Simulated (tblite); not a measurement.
Compound: C₆H₁₄OP (charge -1).
Z-matrix (Å and degrees, GFN2-xTB geometry), rows numbered from 1:
```
C 
O   1  1.3891
C   2  1.4181  1  111.99
P   3  1.8431  2  113.74  1  -178.08
C   4  1.8817  3   94.42  2   -67.78
C   5  1.5224  4  112.48  3  -178.97
C   6  1.5237  5  110.35  4   -65.71
C   6  1.5301  5  110.95  4   171.38
H   1  1.1038  2  111.63  3   -58.85
H   1  1.1032  2  111.66  3    61.71
H   1  1.0923  2  107.61  3  -178.51
H   3  1.1075  2  108.65  1    57.99
H   3  1.1027  2  109.44  1   -58.86
H   5  1.0993  4  108.04  3   -57.87
H   5  1.0954  4  108.59  3    58.93
H   6  1.0962  5  107.67  4    52.30
H   7  1.0918  6  111.53  5   173.36
H   7  1.0895  6  110.20  5   -65.51
H   7  1.0869  6  108.05  5    52.79
H   8  1.0891  6  110.79  5   -59.80
H   8  1.0899  6  110.07  5    59.87
H   8  1.0914  6  110.82  5   179.82
```

Method: GFN2-xTB as coded in tblite; computed harmonic values from a numerical Hessian at the method's own geometry, unscaled. Errors from tens to a few hundred cm⁻¹ against measured bands are possible. One conformer, not necessarily the lowest.

Harmonic wavenumbers (cm⁻¹): 28.3, 54.2, 82.9, 113.8, 156.7, 198.2, 210.4, 233.2, 238.9, 259.9, 330.2, 370.1, 411.4, 436.3, 724.8, 757.3, 828.0, 868.6, 883.4, 936.0, 939.6, 982.6, 984.6, 1051.5, 1064.8, 1130.2, 1139.9, 1163.9, 1183.8, 1216.7, 1221.5, 1237.9, 1294.6, 1317.2, 1336.5, 1389.7, 1402.5, 1403.8, 1470.8, 1472.9, 1476.4, 1492.5, 1503.0, 1508.8, 1510.8, 1515.8, 2738.5, 2798.8, 2834.1, 2840.3, 2844.1, 2900.7, 2919.4, 2965.2, 2967.0, 2977.2, 2998.2, 3006.0, 3011.5, 3039.9.

A = 3105, B = 723.3, C = 665.0 MHz; mass 133.078 u (most abundant isotopes); point group C1, symmetry number 1.

Q: Zero-point energy?

A: ½Σν̃ = 41188 cm⁻¹ = 492.72 kJ/mol.

Q: What is S at 400 K and 1 bar for an ideal gas of classical rigid rotors and harmonic oscillators?

A: Translation 175.96, rotation 128.16, vibration 197.46: S = 501.6 J/(mol K).

Q: And Cp and H(400 K) − H(0)?

A: Cp = 216.31 J/(mol K), of which vibrations give 183.05 (their classical limit is 60 R = 498.9); H(400 K) − H(0) = 52.11 kJ/mol without the zero-point energy, 38.81 from vibrations.

Q: Which modes carry the vibrational entropy at 400 K?

A: 28.3 cm⁻¹: 27.32; 54.2 cm⁻¹: 21.92; 82.9 cm⁻¹: 18.41; 113.8 cm⁻¹: 15.80; 156.7 cm⁻¹: 13.19; 198.2 cm⁻¹: 11.30 J/(mol K); the other 54 give 89.53 together.

Q: How do the functions run with temperature in this model?

A: 
| T (K) | S (J/(mol K)) | Cp (J/(mol K)) | H − H(0) (kJ/mol) | G − H(0) (kJ/mol) | ln q(vib) |
| --- | --- | --- | --- | --- | --- |
| 50 | 255.9 | 61.6 | 2.30 | -10.49 | 0.98 |
| 100 | 308.1 | 91.5 | 6.15 | -24.65 | 2.62 |
| 298.15 | 444.9 | 171.8 | 32.34 | -100.30 | 9.06 |
| 373.15 | 487.0 | 204.7 | 46.46 | -135.25 | 11.30 |
| 500 | 554.3 | 256.8 | 75.81 | -201.34 | 14.96 |
| 750 | 674.3 | 335.0 | 150.43 | -355.26 | 21.88 |
| 1000 | 778.4 | 388.0 | 241.22 | -537.15 | 28.36 |

q(vib) and H(0) count from the zero-point level.

Hindered rotation and anharmonicity are outside this model. Other conformers, if any are populated, would add a mixing term that is left out. The structure is chiral; the term R ln 2 for an equal mix with its mirror image is left out.

Hardware: one thread of an Arm Neoverse N1, no GPU, shared host with 64 logical CPUs at a one-minute load of 59. Cost: 1.5 s of wall time. The figure is for the frequency step alone.
